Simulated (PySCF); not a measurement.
Ge(OMe)3(SiH3), SMILES C[O][Ge]([O]C)([SiH3])[O]C (C3H12GeO3Si) (GFN2-xTB optimised geometry):

```
20

C      2.151     1.976     2.025
O      0.882     1.810     1.442
Ge     0.540     0.758     0.000
Si     1.332    -1.469     0.000
O     -1.182     1.110    -0.269
C     -2.147     1.415     0.717
O      1.393     1.413    -1.420
C      1.222     2.687    -2.005
H      2.921     2.181     1.277
H      2.445     1.090     2.596
H      2.082     2.828     2.705
H      0.875    -2.155     1.215
H      0.829    -2.181    -1.171
H      2.796    -1.469     0.000
H     -2.921     2.016     0.236
H     -1.711     1.981     1.541
H     -2.596     0.499     1.108
H      1.581     3.478    -1.341
H      1.805     2.698    -2.928
H      0.172     2.875    -2.238
```

Level of theory: PySCF 2.14.0 with PBE0/def2-SVP.

Task: What are the frontier orbital energies and the dipole moment?

Result: HOMO-2 -7.76 eV, HOMO-1 -7.61 eV, HOMO -7.52 eV, LUMO 0.09 eV, LUMO+1 0.17 eV; dipole moment 1.23 D.

On the same geometry PBE/def2-SVP (PySCF) gives HOMO-2 -6.10 eV, HOMO-1 -6.00 eV, HOMO -5.94 eV, LUMO -0.72 eV, LUMO+1 -0.69 eV; dipole moment 1.09 D.

Meta-Löwdin charges at PBE0/def2-SVP: C1 -0.08, O2 -0.59, Ge3 1.08, Si4 0.22, O5 -0.58, C6 -0.08, O7 -0.59, C8 -0.08, H9 0.09, H10 0.09, H11 0.11, H12 -0.07, H13 -0.06, H14 -0.06, H15 0.11, H16 0.10, H17 0.09, H18 0.09, H19 0.11, H20 0.10.
